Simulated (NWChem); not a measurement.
ReO$_{4}$ anion; SMILES [O]=[Re-](=[O])(=[O])=[O]

Computed with NWChem. Sets without diffuse functions describe the anion's extra electron poorly. Structure relaxed at the B3LYP/def2-SVPD level. Not confirmed as a minimum by frequencies. def2 effective core potentials on Re; no spin-orbit coupling. Level B3LYP/def2-SVP: energy and gradient; each run changes one setting, and changes count from the defaults (medium grid, exact Coulomb integrals, symmetry on).

Problem. Which setting moves the energy most, and by about how much (tight SCF thresholds and tolerances; extra-fine grid; defaults; Becke weights; coarse grid)?

Solution. coarse grid, by about 100 μHa.
| setting | size of the energy change (μHa) | largest change of a gradient component (μHa/bohr) | time, defaults = 1 (rough) |
|---|---|---|---|
| defaults | < 10 | < 30 | about 1 |
| Becke weights | < 10 | < 30 | about 1 |
| tight SCF thresholds and tolerances | < 10 | < 30 | about 1 |
| extra-fine grid | < 10 | < 30 | 2 |
| coarse grid | 100 | 60 | about 1 |
